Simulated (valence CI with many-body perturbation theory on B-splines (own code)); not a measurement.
## E1 transitions of Hg XLVIII

Method: relativistic CI+MBPT: five valence electrons over a frozen Dirac-Fock core [Ar] 3d10, radial functions for each j: 9 s, 9 p, 8 d, 6 f, 3 g, 1 h, with the one-electron correlation potential Σ1, the two-electron term Σ2, the three-electron term Σ3, Breit, model QED; selected CI, second order for the rest (own B-spline code, finite nucleus).

The last digits are not significant, and no measured levels were compared; by estimate large intervals hold to a few tenths of a per cent, small ones and those within an open d or f shell to about a per cent. Among the levels kept, up to 370 cm⁻¹ of a level comes from second order outside the variational space, and about a tenth of that is noise between levels of different J, which matters for small intervals.

Lines 1 to 50 of 220 in falling wavelength, among levels below 36.330 Ry, chosen from the strongest by gf and those to the six lowest levels. Wavelengths and rates use the calculated energies. Electric multipoles are in the length gauge, E1 and E2 with the static RPA response of the core. Weak lines are less certain than strong ones. Lines between different terms over intervals too small for the method are left out, as are lines whose strength nearly cancels. The highest levels of a list are the least certain.

Levels are named by their leading jj configuration (3d3/2^4 stands for four electrons in 3d with j = 3/2), which in mixed levels can hold well under half, so a name can repeat and another be missing. Letters in brackets count levels of one name in rising energy.

```
λ vac (Å)                               Upper                               Lower   A (s⁻¹)  log gf  Branch %
    521.7          (4s^2 4p1/2^2 4d3/2) J=3/2          (4s^2 4p1/2 4p3/2^2) J=1/2  1.86e+04   -5.52       0.0
    393.9          (4s^2 4p1/2^2 4d3/2) J=3/2          (4s^2 4p1/2 4p3/2^2) J=5/2  5.98e+06   -3.25       0.0
    330.1          (4s^2 4p1/2^2 4d3/2) J=3/2          (4s^2 4p1/2 4p3/2^2) J=3/2  2.83e+05   -4.73       0.0
    179.9          (4s^2 4p1/2^2 4d5/2) J=5/2          (4s^2 4p1/2 4p3/2^2) J=5/2  9.52e+07   -2.56       0.0
    165.3          (4s^2 4p1/2^2 4d5/2) J=5/2          (4s^2 4p1/2 4p3/2^2) J=3/2  1.04e+08   -2.59       0.0
    159.1                (4s^2 4p3/2^3) J=3/2          (4s^2 4p1/2^2 4d5/2) J=5/2  9.32e+05   -4.85       1.7
    150.2          (4s^2 4p1/2^2 4f7/2) J=7/2  (4s^2 4p1/2 4p3/2 4d3/2) J=5/2 [b]  6.11e+08   -1.78       0.4
    141.7  (4s 4p1/2^2 4p3/2 4d3/2) J=3/2 [a]  (4s^2 4p1/2 4p3/2 4d3/2) J=1/2 [b]  1.31e+09   -1.80       1.4
    141.5  (4s 4p1/2^2 4p3/2 4d3/2) J=1/2 [a]  (4s^2 4p1/2 4p3/2 4d3/2) J=1/2 [b]  1.51e+09   -2.04       3.4
    141.0  (4s 4p1/2^2 4p3/2 4d3/2) J=5/2 [a]  (4s^2 4p1/2 4p3/2 4d3/2) J=3/2 [b]  3.47e+09   -1.21       6.3
    140.3          (4s^2 4p1/2^2 4f5/2) J=5/2      (4s^2 4p1/2 4p3/2 4d3/2) J=7/2  1.25e+09   -1.65       0.8
    139.8  (4s 4p1/2^2 4p3/2 4d3/2) J=1/2 [a]  (4s^2 4p1/2 4p3/2 4d3/2) J=3/2 [b]  1.00e+09   -2.23       2.3
    137.4  (4s 4p1/2^2 4p3/2 4d3/2) J=3/2 [a]  (4s^2 4p1/2 4p3/2 4d3/2) J=5/2 [b]  5.23e+08   -2.23       0.6
    128.3      (4s 4p1/2^2 4p3/2 4d3/2) J=7/2  (4s^2 4p1/2 4p3/2 4d3/2) J=5/2 [b]  7.83e+09   -0.81       7.9
    125.3          (4s^2 4p1/2^2 4f7/2) J=7/2      (4s^2 4p1/2 4p3/2 4d3/2) J=7/2  1.45e+09   -1.56       1.1
    125.0  (4s 4p1/2^2 4p3/2 4d5/2) J=5/2 [a]  (4s^2 4p1/2 4p3/2 4d5/2) J=7/2 [b]  4.03e+08   -2.25       0.1
    122.7  (4s 4p1/2^2 4p3/2 4d5/2) J=3/2 [a]      (4s^2 4p1/2 4p3/2 4d5/2) J=1/2  1.08e+09   -2.01       0.3
    121.5  (4s 4p1/2^2 4p3/2 4d3/2) J=3/2 [b]  (4s^2 4p1/2 4p3/2 4d3/2) J=1/2 [b]  2.95e+09   -1.58       0.6
    120.9  (4s 4p1/2^2 4p3/2 4d5/2) J=3/2 [a]  (4s^2 4p1/2 4p3/2 4d5/2) J=3/2 [b]  1.16e+09   -1.99       0.4
    120.3  (4s 4p1/2^2 4p3/2 4d3/2) J=3/2 [b]  (4s^2 4p1/2 4p3/2 4d3/2) J=3/2 [b]  7.59e+09   -1.18       1.5
    118.9      (4s 4p1/2^2 4p3/2 4d5/2) J=9/2      (4s^2 4p1/2 4p3/2 4d5/2) J=9/2  9.83e+09   -0.68      33.2
    118.3  (4s 4p1/2^2 4p3/2 4d3/2) J=3/2 [b]  (4s^2 4p1/2 4p3/2 4d3/2) J=5/2 [b]  1.74e+09   -1.84       0.4
    117.9          (4s^2 4p1/2^2 4f7/2) J=7/2  (4s^2 4p1/2 4p3/2 4d3/2) J=5/2 [a]  3.58e+08   -2.22       0.3
    117.0  (4s 4p1/2^2 4p3/2 4d3/2) J=5/2 [a]      (4s^2 4p1/2 4p3/2 4d3/2) J=7/2  2.34e+09   -1.54       4.3
    116.8  (4s 4p1/2^2 4p3/2 4d5/2) J=7/2 [a]  (4s^2 4p1/2 4p3/2 4d5/2) J=7/2 [b]  5.80e+09   -1.02       1.3
    116.4  (4s 4p1/2^2 4p3/2 4d5/2) J=7/2 [a]  (4s^2 4p1/2 4p3/2 4d5/2) J=5/2 [b]  8.70e+09   -0.85       2.0
    115.5        (4s 4p1/2 4p3/2^3) J=3/2 [a]                (4s^2 4p3/2^3) J=3/2  1.58e+09   -1.90       0.2
    114.0          (4s 4p1/2^2 4p3/2^2) J=5/2          (4s^2 4p1/2 4p3/2^2) J=5/2  1.12e+10   -0.88       3.8
    112.4  (4s 4p1/2^2 4p3/2 4d3/2) J=1/2 [b]  (4s^2 4p1/2 4p3/2 4d3/2) J=1/2 [b]  1.23e+10   -1.33       1.4
    111.6      (4s 4p1/2^2 4p3/2 4d5/2) J=9/2  (4s^2 4p1/2 4p3/2 4d5/2) J=7/2 [a]  1.97e+10   -0.43      66.6
    111.3  (4s 4p1/2^2 4p3/2 4d3/2) J=1/2 [b]  (4s^2 4p1/2 4p3/2 4d3/2) J=3/2 [b]  5.74e+09   -1.67       0.7
    111.1  (4s 4p1/2^2 4p3/2 4d3/2) J=5/2 [a]  (4s^2 4p1/2 4p3/2 4d3/2) J=3/2 [a]  4.88e+09   -1.27       8.9
    110.7  (4s 4p1/2^2 4p3/2 4d3/2) J=3/2 [a]  (4s^2 4p1/2 4p3/2 4d3/2) J=1/2 [a]  3.04e+09   -1.65       3.4
    110.5  (4s 4p1/2^2 4p3/2 4d3/2) J=1/2 [a]  (4s^2 4p1/2 4p3/2 4d3/2) J=1/2 [a]  1.71e+10   -1.20      38.8
    110.5  (4s 4p1/2^2 4p3/2 4d3/2) J=5/2 [a]  (4s^2 4p1/2 4p3/2 4d3/2) J=5/2 [a]  1.39e+10   -0.82      25.4
    110.5  (4s 4p1/2^2 4p3/2 4d3/2) J=3/2 [a]  (4s^2 4p1/2 4p3/2 4d3/2) J=3/2 [a]  1.15e+10   -1.07      12.7
    110.4  (4s 4p1/2^2 4p3/2 4d3/2) J=1/2 [a]  (4s^2 4p1/2 4p3/2 4d3/2) J=3/2 [a]  7.17e+09   -1.58      16.3
    109.9  (4s 4p1/2^2 4p3/2 4d3/2) J=3/2 [a]  (4s^2 4p1/2 4p3/2 4d3/2) J=5/2 [a]  1.08e+10   -1.11      11.9
    109.7      (4s 4p1/2^2 4p3/2 4d3/2) J=7/2      (4s^2 4p1/2 4p3/2 4d3/2) J=7/2  1.19e+10   -0.76      12.1
    109.7  (4s 4p1/2^2 4p3/2 4d3/2) J=5/2 [b]  (4s^2 4p1/2 4p3/2 4d3/2) J=3/2 [b]  1.91e+09   -1.68       0.2
    109.6  (4s 4p1/2^2 4p3/2 4d5/2) J=5/2 [a]  (4s^2 4p1/2 4p3/2 4d5/2) J=5/2 [a]  1.49e+10   -0.79       3.7
    108.9      (4s 4p1/2^2 4p3/2 4d5/2) J=1/2      (4s^2 4p1/2 4p3/2 4d5/2) J=1/2  3.39e+09   -1.92       0.7
    108.7  (4s 4p1/2^2 4p3/2 4d5/2) J=7/2 [b]  (4s^2 4p1/2 4p3/2 4d5/2) J=7/2 [b]  6.00e+09   -1.07       0.6
    108.4  (4s 4p1/2^2 4p3/2 4d5/2) J=7/2 [b]  (4s^2 4p1/2 4p3/2 4d5/2) J=5/2 [b]  8.99e+09   -0.90       0.9
    108.1  (4s 4p1/2^2 4p3/2 4d3/2) J=5/2 [b]  (4s^2 4p1/2 4p3/2 4d3/2) J=5/2 [b]  8.58e+09   -1.05       0.7
    107.9          (4s 4p1/2^2 4p3/2^2) J=5/2          (4s^2 4p1/2 4p3/2^2) J=3/2  1.69e+10   -0.75       5.7
    107.5                (4s^2 4p3/2^3) J=3/2          (4s^2 4p1/2^2 4d3/2) J=3/2  2.90e+06   -4.70       5.2
    107.4      (4s 4p1/2^2 4p3/2 4d5/2) J=1/2  (4s^2 4p1/2 4p3/2 4d5/2) J=3/2 [b]  2.96e+10   -0.99       6.1
    107.1  (4s 4p1/2^2 4p3/2 4d5/2) J=5/2 [a]  (4s^2 4p1/2 4p3/2 4d5/2) J=3/2 [a]  1.92e+10   -0.70       4.7
    106.5            (4s 4p1/2 4p3/2^3) J=5/2                (4s^2 4p3/2^3) J=3/2  1.94e+10   -0.70       2.3
```

Task: How does gf follow from A for the line at 179.9 Å?

Result: gf = 1.4992 × (2J+1)_upper × A / σ², with σ = 555974 cm⁻¹ and 2J+1 = 6: gf = 0.00277.
